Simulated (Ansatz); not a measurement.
Reaction (hydrogenolysis of the Se–C bond): `C[Se][GeH2][Cl]` + H₂ → `[Cl][GeH2][SeH]` + CH₄

Calculated with Ansatz (gas phase, PBE0-D4/def2-TZVP geometries, no zero-point term in ΔE). CCSD(T)/CBS adds triple-zeta CCSD(T) − MP2 to the extrapolated MP2 energy (def2 sets, frozen cores). This one scheme is used for every species. DFT in def2-TZVPP. For Ge, Se outer-core shells are correlated without core-valence functions, which leaves a few kJ/mol of doubt a bond. Scalar relativity is left out up to krypton. Each species was taken in one conformer, which may not be the lowest.

Problem. Is it downhill or uphill in electronic energy at CCSD(T)/CBS, and by how much? (An estimate is asked.)

Solution. Ansatz gave: Downhill: ΔE = -63.0 kJ/mol.

Problem. What do these levels give: B97M-V, r2SCAN0-D4, BHLYP-D4, revPBE, MP2/def2-TZVPP, HF/CBS(def2)? (Estimate.)

Solution. Computed: B97M-V -74.4, r2SCAN0-D4 -68.6, BHLYP-D4 -71.7, revPBE -68.8, MP2/def2-TZVPP -58.5, HF/CBS(def2) -89.3 kJ/mol.

Largest T1 diagnostic among the species: 0.010.

From PBE to PBE0 (25 % exact exchange), in def2-TZVPP and without D4, ΔE moves by −4.8 kJ/mol. Leaving LDA and LC-ωPBE aside and taking each functional with its dispersion term where it has one, the values, not all of them listed here, spread over 19.7 kJ/mol, from B97M-V to revPBE-D4. At CCSD(T), def2-SVP lies −15.9 kJ/mol from the extrapolated value and def2-TZVPP −1.8 kJ/mol.
